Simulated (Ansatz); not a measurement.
Species: C6H15Ga, SMILES `C[CH2][Ga]([CH2]C)[CH2]C` (charge 0, multiplicity 1).

**Question.** Give a relaxed geometry from PBE-D3(BJ)/def2-SVP run with Ansatz (a first-principles code).

**Answer.** Several could match; the one computed here: the end point of this relaxation, one of several conformers (outside a Z-matrix the atoms follow the SMILES, hydrogens last).
Bonded distances (Å): C1–C2 1.533, C1–H8 1.110, C1–H9 1.112, C1–H10 1.110, C2–Ga3 1.999, C2–H11 1.114, C2–H12 1.114, Ga3–C4 1.999, Ga3–C6 1.999, C4–C5 1.533, C4–H13 1.114, C4–H14 1.114, C5–H15 1.110, C5–H16 1.112, C5–H17 1.110, C6–C7 1.533, C6–H18 1.114, C6–H19 1.114, C7–H20 1.110, C7–H21 1.112, C7–H22 1.110. Bond angles (°): C2–C1–H8 111.8, C2–C1–H9 112.7, C2–C1–H10 111.9, H8–C1–H9 106.8, H8–C1–H10 106.4, H9–C1–H10 106.9, C1–C2–Ga3 116.1, C1–C2–H11 111.1, C1–C2–H12 111.0, Ga3–C2–H11 107.0, Ga3–C2–H12 106.8, H11–C2–H12 104.2, C2–Ga3–C4 120.0, C2–Ga3–C6 120.0, C4–Ga3–C6 120.0, Ga3–C4–C5 116.2, Ga3–C4–H13 106.7, Ga3–C4–H14 107.1, C5–C4–H13 110.9, C5–C4–H14 111.1, H13–C4–H14 104.2, C4–C5–H15 111.8, C4–C5–H16 112.7, C4–C5–H17 111.9, H15–C5–H16 106.8, H15–C5–H17 106.4, H16–C5–H17 106.9, Ga3–C6–C7 116.0, Ga3–C6–H18 106.7, Ga3–C6–H19 107.1, C7–C6–H18 110.9, C7–C6–H19 111.1, H18–C6–H19 104.2, C6–C7–H20 111.9, C6–C7–H21 112.7, C6–C7–H22 111.8, H20–C7–H21 106.9, H20–C7–H22 106.4, H21–C7–H22 106.8.
